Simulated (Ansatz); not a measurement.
Gas-phase electronic energies from Ansatz, PBE0-D4/def2-TZVP geometries. CCSD(T)/CBS is the MP2 limit (def2-TZVPP, def2-QZVPP) plus CCSD(T) − MP2 in def2-TZVPP, frozen cores. This one scheme is used for every species, atoms too. DFT in def2-TZVPP. No spin–orbit coupling; open shells (•) take unrestricted orbitals. Spin–orbit coupling would lower the free atoms: a little for C, O, Si. Each species was taken in one conformer, which may not be the lowest.

`O=CC[SiH3]` → 2 C• + 6 H• + O• + Si•  (atomization)

`O=CC[SiH3]`:

Z-matrix (Å, degrees):
```
C
C 1 1.497
Si 1 1.889 2 112.7
H 1 1.097 2 108.4 3 -123.5
H 1 1.097 2 108.4 3 123.5
O 2 1.202 1 123.9 3 0.0
H 2 1.111 1 116.0 3 -180.0
H 3 1.483 1 110.6 2 -61.3
H 3 1.483 1 110.6 2 61.3
H 3 1.488 1 107.7 2 180.0
```

```json
{"level": "B97M-V", "ΔE (kJ/mol)": "3714.2"}
{"level": "PBE0-D4", "ΔE (kJ/mol)": "3702.1"}
{"level": "r2SCAN0-D4", "ΔE (kJ/mol)": "3655.3"}
{"level": "BHLYP-D4", "ΔE (kJ/mol)": "3602.8"}
{"level": "ωB97M-V", "ΔE (kJ/mol)": "3717.5"}
{"level": "PBE", "ΔE (kJ/mol)": "3750.0"}
{"level": "r2SCANh", "ΔE (kJ/mol)": "3684.8"}
{"level": "CCSD(T)/def2-TZVPP", "ΔE (kJ/mol)": "3616.8"}
```

(1) What does CCSD(T)/CBS give? (Estimate.)

Largest T1 diagnostic among the species: 0.014.

Results:

(1) The calculation gave: +3706.5 kJ/mol. The listed levels differ from it by 7.7, -4.4, -51.2, -103.7, 11.0, 43.5, -21.7, -89.7 kJ/mol.

The D4 term adds +28.2 kJ/mol with B3LYP and +14.6 kJ/mol with PBE0; it sums over pairs of atoms, weighted by their polarisabilities, and B3LYP, whose exchange is more repulsive, gets the larger term. From BLYP to BHLYP (50 % exact exchange), in def2-TZVPP and without D4, ΔE moves by −82.5 kJ/mol: exact exchange takes away binding that semilocal exchange gives to molecules. At CCSD(T), def2-SVP lies −177.0 kJ/mol from the extrapolated value and def2-TZVPP −89.7 kJ/mol: correlation converges slowly with the basis, and small sets miss more of it in the bonded molecule than in its fragments.

B3LYP here is the variant with VWN-RPA as its local correlation; programs differ in this.

For atomizations the MP2-based limit and the directly extrapolated one differ by several kJ/mol either way, and by 10 to 25 for some Ge, Se and Sn compounds, so smaller differences from it don't rank the levels.
